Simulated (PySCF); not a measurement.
C2H12AlNOSi.
Atom-mapped SMILES: `[CH3:1][O:2][Al@@H-:3]([NH3+:4])[CH2:5][SiH3:6]` (hydrogens: H7, H8, H9 on C1; H10 on Al3; H11, H12, H13 on N4; H14, H15 on C5; H16, H17, H18 on Si6)

Cartesian coordinates in Å at the PBE0-D3(BJ)/def2-SVP level; atoms count from 1:
```xyz
18
C2H12AlNOSi angstrom
C     -2.185   -1.879   -0.480
O     -1.721   -0.642   -0.076
Al    -0.550    0.480   -0.705
N     -0.607    1.603    1.004
C      1.304   -0.214   -0.858
Si     2.443    0.296    0.515
H     -2.838   -2.324    0.293
H     -1.369   -2.609   -0.663
H     -2.785   -1.829   -1.412
H     -1.050    1.545   -1.794
H      0.167    2.253    1.148
H     -0.633    0.957    1.796
H     -1.476    2.138    1.023
H      1.744    0.104   -1.819
H      1.258   -1.319   -0.870
H      3.854   -0.201    0.428
H      2.526    1.798    0.611
H      1.907   -0.152    1.848
```

Theory: TDDFT CAM-B3LYP/def2-SVPD, vertical, gas phase, core orbitals frozen in the response in PySCF 2.14.0, density-fitted response routines.

Ground-to-excited transition dipoles (e·a0, same axes as the geometry; the sign carries no meaning), for the states with f of 0.002 or more among the lowest 7:

| state | E (eV) | μx | μy | μz |
| --- | --- | --- | --- | --- |
| S1 | 6.093 | 0.058 | -0.224 | -0.079 |
| S2 | 6.477 | 0.231 | -0.188 | -0.037 |
| S3 | 6.700 | -0.271 | 0.143 | 0.149 |
| S4 | 6.922 | 0.337 | 0.300 | 0.172 |
| S5 | 7.129 | 0.401 | 0.266 | 0.317 |
| S6 | 7.178 | -0.523 | 0.126 | -0.072 |
| S7 | 7.366 | -0.238 | 0.309 | -0.043 |

Problem. What oscillator strength does each state have?

Solution. f = (2/3) ΔE |μ|² with ΔE in hartree (27.2114 eV).

```csv
state,|μ|² (au),|μ| (D),f
S1,0.060,0.62,0.009
S2,0.090,0.76,0.014
S3,0.116,0.87,0.019
S4,0.233,1.23,0.040
S5,0.332,1.46,0.058
S6,0.295,1.38,0.052
S7,0.154,1.00,0.028
```

Problem. Which bond between heavy atoms lies closest to the direction of the S5 transition dipole?

Solution. C5–Si6, at 16° from it; next C1–O2 at 36°.

Problem. What angle do the transition dipoles of S2 and S4 make?

Solution. |cos θ| = |μa·μb| / (|μa| |μb|) = 0.10, so θ ≈ 84° (taken between 0 and 90°, since the signs are arbitrary).

The vertical ionisation energy (ΔSCF) is 8.88 eV, 1.51 eV above S7.

One conformer stands for the species.

Without π bonds the low states may be Rydberg-like; a valence basis with one diffuse set may place them up to an eV too high.
